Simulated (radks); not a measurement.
Species: Pd1.25+. Configuration: [Ar] 3d10 4s2 4d10 4p(up 2.75, down 2) (fractional occupations, a model configuration). Calculated with a radial shooting solver on a logarithmic mesh with Libxc functionals: scalar-relativistic Kohn-Sham, SCAN, spin-polarised, spherical densities, finite nucleus; meta-GGA in the generalised Kohn-Sham scheme; Fermi nuclear charge, rms radius 4.5318 fm.

X-ray form factor f0, the Fourier transform of the density (f0(0) = 44.75):

| sin(theta)/lambda (1/angstrom) | f0 (electrons) |
|---|---|
| 0.05 | 44.126 |
| 0.1 | 42.396 |
| 0.15 | 39.907 |
| 0.2 | 37.059 |
| 0.25 | 34.180 |
| 0.3 | 31.480 |
| 0.4 | 26.964 |
| 0.5 | 23.636 |
| 0.6 | 21.199 |
| 0.8 | 17.719 |
| 1 | 14.891 |
| 1.25 | 11.754 |
| 1.5 | 9.271 |
| 2 | 6.444 |
